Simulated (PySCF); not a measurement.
C2H10OSi3.
SMILES with atom numbers: `[SiH3:1]/[CH:2]=[CH:3]\[SiH2:4][O:5][SiH3:6]`

Cartesian coordinates in Å at the PBE0-D3(BJ)/def2-SVP level; atoms count from 1:
```
atom  x, y, z in Å
Si1   -3.153    0.141    0.521
C2    -1.757   -1.064    0.854
C3    -0.449   -0.812    0.667
Si4    0.336    0.775    0.035
O5     1.970    0.541   -0.004
Si6    3.528    0.027   -0.121
H7    -4.086   -0.405   -0.512
H8    -3.938    0.393    1.768
H9    -2.585    1.434    0.031
H10   -2.041   -2.057    1.235
H11    0.267   -1.614    0.906
H12   -0.143    1.105   -1.341
H13    0.042    1.923    0.942
H14    3.584   -1.465   -0.056
H15    4.118    0.480   -1.415
H16    4.327    0.591    1.007
```

Computed with delta-SCF UKS SCAN, pcX-2 on the ionised atom, pcseg-1 elsewhere, spin-free X2C in PySCF. These are vertical core ionisation energies against the vacuum level, from separate self-consistent calculations with and without the core hole.

Some binding energies are withheld.

```tsv
atom(s)	bonded to	level	binding energy (eV)
C2	C (double bond), H and Si	C 1s	?
C3	C (double bond), H and Si	C 1s	290.08
O5	2 Si	O 1s	537.78
Si1	C and 3 H	Si 1s	1846.51
Si4	O, C and 2 H	Si 1s	1847.20
Si6	O and 3 H	Si 1s	?
Si1	C and 3 H	Si 2p3/2	106.76
Si4	O, C and 2 H	Si 2p3/2	?
Si6	O and 3 H	Si 2p3/2	107.55
```

Problem. Fill in C 1s for C2.

Solution. 290.18 eV (alkene CH carbon). The other listed C 1s value is that of C3; the shift against it is +0.10 eV.

Problem. Fill in Si 1s for Si6.

Solution. 1847.51 eV (oxygen-bound silicon). The nearest listed Si 1s value is that of Si4; the shift against it is +0.31 eV.

Problem. What is the Si 2p3/2 binding energy of Si4?

Solution. 107.23 eV (oxygen-bound silicon), with 2p1/2 at 107.86 eV. The nearest listed Si 2p3/2 value is that of Si6; the shift against it is -0.32 eV.

Lowest listed Si 1s: Si1, bonded to C and 3 H. Highest, 1.00 eV above it: Si6, bonded to O and 3 H.

Problem. What is the longest wavelength that can ionise C 1s of C2 vertically?

Solution. λ = hc/E = 12398.42 eV Å / 290.18 eV = 42.727 Å.

The 2p values aren't plain energy differences: one relaxed spin-free 2p hole is combined with a matrix within the shell (ground-state 2p orbital-energy differences and spin–orbit coupling). 2p3/2, the mean of its two sublevels, lies a third of the splitting below the shell's mean and 2p1/2 two thirds above it; the statistical areas are 2:1. 2p1/2 minus 2p3/2 (ligand field included): Si 0.62 eV. One conformer (not necessarily the lowest) at the PBE0-D3(BJ)/def2-SVP geometry, without solvent, vibrations or thermal averaging.

On Arm Neoverse V2, one thread, no GPU, on a shared host, this took 82 s wall.
